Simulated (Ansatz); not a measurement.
Mo(NH)2(NH2)2 (MoN4H6): single points at one geometry.

```yaml
crystal:
  periodic: [false, false, false]
  atoms:
    - {symbol: Mo, position_ang: [0.165583, -0.000876, 0.116699]}
    - {symbol: N, position_ang: [0.067744, 0.017343, 1.856864]}
    - {symbol: N, position_ang: [1.770947, -0.024665, -0.561627]}
    - {symbol: N, position_ang: [-0.704362, 1.629459, -0.523039]}
    - {symbol: N, position_ang: [-0.738944, -1.623784, -0.493270]}
    - {symbol: H, position_ang: [0.417821, 0.023145, 2.812854]}
    - {symbol: H, position_ang: [2.788936, -0.035854, -0.555338]}
    - {symbol: H, position_ang: [-0.436279, 2.125665, -1.367957]}
    - {symbol: H, position_ang: [-1.402073, 2.148190, 0.002414]}
    - {symbol: H, position_ang: [-1.446871, -2.118162, 0.041898]}
    - {symbol: H, position_ang: [-0.482503, -2.140460, -1.329489]}
basis:
  gaussian: {orbitals: def2-TZVP, initial_orbitals: start.molden}
hamiltonian: {xc: {name: LC-wPBE}}
scf: {omitted_lower_state_checks: [starts]}
output: {orbitals: {seedname: orbitals}}
```

The file start.molden holds the orbitals of an earlier run on this structure, at another level or in another basis.

```sh
$ ansatz run in.yaml --threads 2 --pin off --events-out ev --progress --plain --max-ram 4352MiB
```

Output, abridged:

```
Functional definition: LC-wPBE
1192 factors; their error is unknown
416 factors; integrals over basis functions are off by at most 1.7e-5 eV
mean field evaluation 1: about -7914.4227 eV, gradient 8.9e0 eV
mean field evaluation 2: about -7914.5987 eV, gradient 2.2e-1 eV
mean field evaluation 4: about -7914.5704 eV, gradient 8.8e-4 eV
mean field -7914.57040955 eV, -290.8550978625 hartree, gradient 1.4e-5 eV, S^2 0.000000; 0 other end points of the search recorded, 0 dependent functions left out
reference -7914.57040956 eV, -290.8550978629 hartree; 24, 24 occupied and 176, 176 virtual orbitals, 1192 factors
Total energy: -7914.57040956 eV, -290.8550978629 hartree
Checks for a lower state left out: starts
```

Hardware: 2 threads of Intel Xeon 6975P-C on a shared host. Wall time 2.9 s.

As the first input, with `hamiltonian: {xc: {name: BHLYP}, dispersion: d4}` (abridged; 2.9 s):

```
Functional definition: BHLYP
mean field -7910.75239520 eV, -290.7147884229 hartree, gradient 2.0e-5 eV, S^2 0.000000
Total energy: -7911.11409029 eV, -290.7280804724 hartree
Checks for a lower state left out: starts
```

First input, but with `hamiltonian: {xc: r2scan, dispersion: d4}` (abridged; 3.3 s):

```
Functional definition: r2SCAN
mean field -7916.76108999 eV, -290.9356038836 hartree, gradient 1.9e-5 eV, S^2 0.000000
Total energy: -7916.83090819 eV, -290.9381696553 hartree
Checks for a lower state left out: starts
```

Geometry: B3LYP-D4/def2-SVP.

In the def2 sets Mo takes a core potential; there is no spin–orbit coupling. LC-ωPBE has ω = 0.4 bohr⁻¹. The restricted singlet is unstable towards broken spin symmetry in Hartree–Fock (as tested in another run); at LC-ωPBE/def2-TZVP, BHLYP-D4/def2-TZVP, r2SCAN-D4/def2-TZVP this wasn't settled. Another isomer (singlet) lies 0.51 eV lower at PBE0-D4/def2-TZVP; other spin states weren't run for this one.
